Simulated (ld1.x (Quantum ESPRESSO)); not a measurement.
## Varying the TM semilocal potential for Kr

Base potential:

ld1.x (Quantum ESPRESSO) 7.5 input, shortened:

```
&input
   title='Kr', zed=36., rel=1, dft='PW91', iswitch=3,
   config='[Ar] 3d10 4s2 4p6'
 /
 &inputp
   pseudotype=1, tm=.true., lloc=1,
   nlcc=.true., new_core_ps=.true., rcore=1.10
 /
2
4S  1  0   2.00   0.00  1.40  1.40  0.0
4P  2  1   6.00   0.00  1.65  1.65  0.0
 &test
   configts(1)='4s2 4p6'
 /
```

All-electron outer shells of the reference configuration (PW91, scalar-relativistic, ld1.x):

```
shell  level (eV)  outermost node (bohr)  outermost maximum (bohr)
   3p     -195.27                   0.20                      0.46
   3d      -81.52                      –                      0.41
   4s      -23.12                   0.64                      1.34
   4p       -9.30                   0.67                      1.55
```

Cutoffs, loose and tight: the cutoffs (Ry, on a coarse ladder) from which the occupation-weighted sum of valence levels, in a spherical-Bessel basis at the reference potential, stays within 10 and 1 mRy of its value at 400 Ry. They do not see the model core or the augmentation charge, which bear on the density cutoff. Test errors are all-electron minus pseudo excitation energies from the reference, over the configurations 4s2 4p5; 4s2 4p4; 4s2 4p3; 4s2 4p2; 4s2 4p5.5; 4s1 4p6. A dash means not determined; rows that change the core or the reference have their own tests.

Cutoffs are not given where the Bessel-basis levels miss the radial ones by over 6 mRy, ghosts where they miss by over 20 mRy; a channel whose overlap is not positive is not tested.

In the semilocal form every listed channel keeps its own potential, so the choice of the local channel does not act on these tests. It acts once the file is put into the separable form.

A semilocal file is local in each channel, so a ghost entry of none says nothing of the separable form that plane-wave codes build from it.

```tsv
change	outcome	cutoff, loose	cutoff, tight	bound ghosts	largest test error (meV)
base	generated	50 Ry	80 Ry	none	-4.3
wave 4p (bound): rc 1.65 bohr becomes 4p (bound): rc 1.28 bohr	generated	70 Ry	140 Ry	none	+9.4
functional PBE	generated	50 Ry	80 Ry	none	-4.3
local potential the s channel	generated	50 Ry	80 Ry	none	-4.3
core correction Bessel-smoothed model core inside 0.60 bohr	generated	50 Ry	80 Ry	none	-5.1
```

(1) What comes out with this change to the base: core [Ar], valence charge 18; reference 3d10 4s2 4p6; waves now 4s (bound): rc 1.15 bohr; 3d (bound): rc 0.80 bohr; 4p (bound): rc 1.50 bohr; core correction Bessel-smoothed model core inside 0.75 bohr?

(2) What comes out with this change to the base: reference 4s2 4p4?

## Answers

(1) outcome: generated; bound ghosts: not determined; largest test error (meV): -835.

(2) outcome: generated; cutoff, loose: 50 Ry; cutoff, tight: 90 Ry; bound ghosts: none; largest test error (meV): +17.
